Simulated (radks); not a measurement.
Task: The rhenium ion Re+, configuration [Xe] 4f14 5d5 7s1 (not the ground configuration). Method: scalar-relativistic Kohn-Sham, PBEsol, spin-polarised, spherical densities, finite nucleus; open shells are filled with parallel spins first (spin-orbit coupling, left out, can overturn this in heavy ions); Fermi nuclear charge, rms radius 5.3698 fm; computed with a radial shooting solver on a logarithmic mesh with Libxc functionals. Some entries of the table are withheld. Estimate them.

orbital,occ.,eigenvalue (hartree),<1/r> (bohr^-1)
1s down,1,-2632.051,88.69
1s up,1,-2632.050,88.69
2s up,1,-456.7410,20.75
2s down,1,-456.7318,20.75
2p up,3,-398.8040,18.75
2p down,3,-398.7965,18.75
3s up,1,-106.0600,7.688
3s down,1,-106.0568,7.688
3p up,3,-88.96862,7.084
3p down,3,-88.96506,7.084
3d up,5,-69.55296,6.689
3d down,5,-69.54664,6.689
4s up,1,-22.45605,3.274
4s down,1,-22.44760,3.274
4p up,3,-16.84691,2.971
4p down,3,-16.83887,2.971
4d up,5,-9.80222,2.647
4d down,5,-9.79260,2.648
5s up,1,-3.59168,1.288
5s down,1,-3.51179,1.301
5p up,3,-2.19977,(1)
5p down,3,-2.09407,(2)
4f up,7,-1.98528,2.159
4f down,7,-1.96667,2.169
5d up,5,-0.66085,0.7277
5d down,0,-0.52628,0.7271
7s up,1,-0.19932,0.1961

Result: 
(1) 5p up <1/r> (bohr^-1): 1.084
(2) 5p down <1/r> (bohr^-1): 1.099
